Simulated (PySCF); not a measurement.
## How methods differ on the excitation energy of Mo

Mo [Kr] 4d5 5s1 (7S) → Mo [Kr] 4d5 5p1 (7P), as a difference of total energies. Computed with PySCF 2.14 in def2-TZVPPD with the def2 core potential (28 electrons), with a scalar-relativistic core potential. Correlated levels: valence: 4s2 4p6 frozen. The calculations carry no spin-orbit coupling.

```tsv
method	excitation energy (eV)
UHF	2.923
MP2 (valence)	3.165
SCS-MP2 (valence)	3.003
CCSD (valence)	3.147
CCSD(T) (valence)	3.151
```

Task: How much does correlation contribute at CCSD(T) (valence)?

Result: 3.151 − (2.923) = 0.228 eV, measured against UHF.
